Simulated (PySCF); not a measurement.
Compound: C4H2F3NSe.
SMILES with atom numbers: `[F:1][C:2]([F:3])([F:4])[c:5]1[cH:6][n:7][se:8][cH:9]1` (hydrogens: H10 on C6; H11 on C9)

A GFN2-xTB structure was refined with PBE0-D3(BJ)/def2-SVP geometry optimisation, gas phase (PySCF 2.14.0). Its GFN2-xTB values:

```
 coordinate  GFN2-xTB
      F1–C2   1.344 Å
      C2–C5   1.493 Å
      C5–C6   1.416 Å
      C5–C9   1.371 Å
      C6–N7   1.299 Å
     C6–H10   1.078 Å
     N7–Se8   1.772 Å
     Se8–C9   1.833 Å
     C9–H11   1.074 Å
   F1–C2–F3    106.0°
   F1–C2–C5    112.3°
   C2–C5–C6    124.0°
   C5–C6–N7    117.5°
  C5–C9–Se8    109.4°
   C6–C5–C9    112.3°
  C6–N7–Se8    111.4°
  N7–Se8–C9     89.5°
F1–C2–C5–C6     -142°
```

Task: How do these coordinates change at the PBE0-D3(BJ)/def2-SVP level?

Result: 
```
 coordinate  PBE0-D3(BJ)/def2-SVP (Å or °)  change
     N7–Se8                          1.806  +0.034
     C6–H10                          1.096  +0.018
      C5–C6                          1.433  +0.017
     C9–H11                          1.090  +0.016
      F1–C2                          1.335  -0.009
     Se8–C9                          1.840  +0.007
      C6–N7                          1.304  +0.005
      C2–C5                          1.497  +0.004
      C5–C9                          1.368  -0.003
  C6–N7–Se8                          109.2    -2.2
   C5–C6–N7                          118.7    +1.2
   F1–C2–F3                          107.1    +1.1
  N7–Se8–C9                           90.5    +1.0
   F1–C2–C5                          111.6    -0.7
   C2–C5–C6                          123.5    -0.5
  C5–C9–Se8                          109.0    -0.4
   C6–C5–C9                          112.6    +0.3
F1–C2–C5–C6                           -152     -10
```

The energy falls by 1.3 kcal/mol over 6 energy and gradient evaluations, the largest force component goes from 0.0189 to 1.8e-04 Eh/bohr, and the atoms move by 0.104 Å rms after alignment. The bond that changes most is N7–Se8 (ends: pyridine-type nitrogen; selenium bonded to C and N), which lengthens by 0.034 Å. Bonds longer at the end by more than 0.005 Å: 5 of 11; shorter: 2. Among the dihedrals that turn most is F3–C2–C5–C6, from 99° to 88°. Rotational constants go from 3099, 609.4, 558.6 to 3056, 612.8, 560.0 MHz.

The run used 154 basis functions and 43 SCF cycles in all.

Whether it is a minimum is left open (no frequencies).
